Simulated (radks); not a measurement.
Results of a calculation; reference values are marked as such.
Polarisability of the sulfur ion S6+, [Ne], at imaginary frequency. Level of theory: non-relativistic Kohn-Sham, LB94 model potential, spin-unpolarised, spherical densities, point nucleus (a radial shooting solver on a logarithmic mesh with Libxc functionals). Response by self-consistent Sternheimer equations with the Hartree and adiabatic LDA kernel.

w (hartree),alpha1(iw) (bohr^3),alpha2(iw) (bohr^5)
0.00266,0.07513,0.03205
0.0143,0.07513,0.03205
0.0360,0.07513,0.03205
0.0697,0.07512,0.03205
0.118,0.07512,0.03204
0.186,0.07509,0.03204
0.280,0.07505,0.03202
0.413,0.07495,0.03198
0.605,0.07475,0.03191
0.892,0.07432,0.03174
1.35,0.07330,0.03136
2.12,0.07076,0.03041
3.59,0.06395,0.02783
6.94,0.04641,0.02091
17.5,0.01707,0.008073

Static values: alpha1 = 0.07513 bohr^3 (0.01113 angstrom^3; uncoupled 0.08301), alpha2 = 0.03205 bohr^5, alpha3 = 0.02168 bohr^7. C6 = 0.03845, C8 = 0.08510, triple-dipole C9 = 0.002114 atomic units. One-pole (London) frequency 4 C6 / (3 alpha1^2) = 9.084 hartree, against 10.135 for minus the highest occupied eigenvalue.
